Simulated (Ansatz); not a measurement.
One geometry of `C=[C]1[O][Al]1[CH3]`, several functionals.

```yaml
crystal:
  periodic: [false, false, false]
  atoms:
    - {symbol: C, position_ang: [-0.860753, -1.988600, 1.580069]}
    - {symbol: C, position_ang: [-0.315505, -1.082880, 0.786656]}
    - {symbol: O, position_ang: [0.961860, -1.150488, 0.172572]}
    - {symbol: Al, position_ang: [0.203805, 0.334757, -0.283150]}
    - {symbol: C, position_ang: [0.520329, 1.908332, -1.352583]}
    - {symbol: H, position_ang: [-0.335575, -2.905725, 1.831950]}
    - {symbol: H, position_ang: [-1.847650, -1.825306, 1.992110]}
    - {symbol: H, position_ang: [-0.047939, 2.765693, -0.986315]}
    - {symbol: H, position_ang: [0.222539, 1.726354, -2.389000]}
    - {symbol: H, position_ang: [1.581989, 2.166864, -1.349408]}
basis:
  gaussian: {orbitals: def2-TZVPP}
hamiltonian: {xc: pbe, dispersion: d4}
output: {forces: true, orbitals: {seedname: orbitals}}
```

```sh
$ ansatz run in.yaml --threads 2 --pin off --events-out ev --progress --plain --max-ram 4352MiB
```

It prints (some lines left out):

```
Functional definition: PBE
1255 factors; their error is unknown
mean field evaluation 1: about -11806.2760 eV, gradient 9.6e1 eV
mean field evaluation 2: about -11709.3545 eV, gradient 2.0e2 eV
mean field evaluation 4: about -11826.2852 eV, gradient 2.6e1 eV
mean field evaluation 8: about -11827.7954 eV, gradient 5.2e-1 eV
mean field evaluation 16: about -11827.7705 eV, gradient 6.7e-4 eV
mean field -11827.77050474 eV, -434.6625488986 hartree, gradient 7.7e-6 eV, S^2 0.000000; 0 other end points of the search recorded, 0 dependent functions left out
reference -11827.77055035 eV, -434.6625505747 hartree; 22, 22 occupied and 214, 214 virtual orbitals, 1255 factors
Total energy: -11827.94430225 eV, -434.6689358392 hartree
Atom 0 at    -0.860753    -1.988600     1.580069 Å, force    -0.182407    -0.228379     0.221209 eV/Å
Atom 1 at    -0.315505    -1.082880     0.786656 Å, force    -0.252081     0.241477    -0.006904 eV/Å
Atom 2 at     0.961860    -1.150488     0.172572 Å, force     0.727211    -0.431552    -0.128634 eV/Å
Atom 3 at     0.203805     0.334757    -0.283150 Å, force    -0.259990     0.452134    -0.123733 eV/Å
Atom 4 at     0.520329     1.908332    -1.352583 Å, force     0.031638    -0.022581     0.008977 eV/Å
Atom 5 at    -0.335575    -2.905725     1.831950 Å, force     0.101883    -0.200513     0.064029 eV/Å
Atom 6 at    -1.847650    -1.825306     1.992110 Å, force    -0.205413     0.017384     0.094067 eV/Å
Atom 7 at    -0.047939     2.765693    -0.986315 Å, force    -0.108236     0.149988     0.072788 eV/Å
Atom 8 at     0.222539     1.726354    -2.389000 Å, force    -0.056307    -0.035008    -0.194319 eV/Å
Atom 9 at     1.581989     2.166864    -1.349408 Å, force     0.203700     0.057050    -0.007480 eV/Å
Dipole moment:    -0.035425     0.730703    -0.397919 e Å
```

Hardware: 2 threads of an Intel Xeon 6975P-C on a shared host. Wall time 2.7 s, peak host memory 0.28 GiB.

With the line `hamiltonian: {xc: {name: CAM-B3LYP}, dispersion: d4}` and no forces (abridged; 3.5 s):

```
Functional definition: CAM-B3LYP
mean field evaluation 16: about -11835.4883 eV, gradient 1.6e-4 eV
mean field -11835.48828460 eV, -434.9461720769 hartree, gradient 4.7e-5 eV, S^2 0.000000
Total energy: -11835.63739763 eV, -434.9516518798 hartree
```

With the line `hamiltonian: {xc: {name: B3LYP}, dispersion: d4}` (abridged; 4.6 s):

```
Functional definition: B3LYP
mean field evaluation 16: about -11838.6476 eV, gradient 5.6e-4 eV
mean field -11838.64758427 eV, -435.0622741985 hartree, gradient 3.2e-5 eV, S^2 0.000000
Total energy: -11838.92854969 eV, -435.0725994871 hartree
Atom 0 force    -0.055809    -0.076547     0.069984 eV/Å
Atom 1 force    -0.306392     0.015633     0.149504 eV/Å
Atom 2 force     0.349254    -0.065762    -0.143249 eV/Å
Atom 3 force    -0.020830     0.045574    -0.013814 eV/Å
Atom 4 force     0.016876     0.083249    -0.055782 eV/Å
Atom 5 force    -0.042848     0.050068    -0.004250 eV/Å
Atom 6 force     0.062225    -0.027909    -0.017068 eV/Å
Atom 7 force     0.032909    -0.036980    -0.025204 eV/Å
Atom 8 force     0.016049     0.016557     0.045621 eV/Å
Atom 9 force    -0.051435    -0.003884    -0.005741 eV/Å
Dipole moment:    -0.071111     0.771695    -0.402615 e Å
```

The same input with `hamiltonian: {xc: {name: r2SCANh}, dispersion: d4}` and no forces (abridged; 4.4 s):

```
Functional definition: r2SCANh
mean field evaluation 16: about -11833.8531 eV, gradient 6.1e-4 eV
mean field -11833.85306956 eV, -434.8860790327 hartree, gradient 6.6e-5 eV, S^2 0.000000
Total energy: -11833.89855498 eV, -434.8877505912 hartree
```

With the line `hamiltonian: {xc: {name: B2PLYP}}` and no forces (abridged; 5.5 s):

```
Functional definition: B2PLYP
mean field evaluation 16: about -11823.2587 eV, gradient 3.9e-4 eV
mean field -11823.25868644 eV, -434.4967426342 hartree, gradient 1.8e-6 eV, S^2 0.000000
9 core orbitals not correlated: weight in the atoms' cores, before any rotation towards them, 1.000 or more for the frozen orbitals, at most 0.000 for the correlated occupied ones
second order -26.75907230 eV of doubles, -0.00000000 eV of singles
Total energy: -11830.48381357 eV, -434.7622611588 hartree
```

Changing it to `hamiltonian: {xc: {name: wB97X-V}}` and no forces (abridged; 7 s):

```
Functional definition: wB97X-V
mean field evaluation 16: about -11835.0383 eV, gradient 9.8e-5 eV
mean field -11835.03833996 eV, -434.9296369166 hartree, gradient 3.3e-5 eV, S^2 0.000000
Total energy: -11835.03833775 eV, -434.9296368352 hartree
```

B3LYP takes the VWN-RPA correlation (the form of Gaussian; ORCA's B3LYP/G).
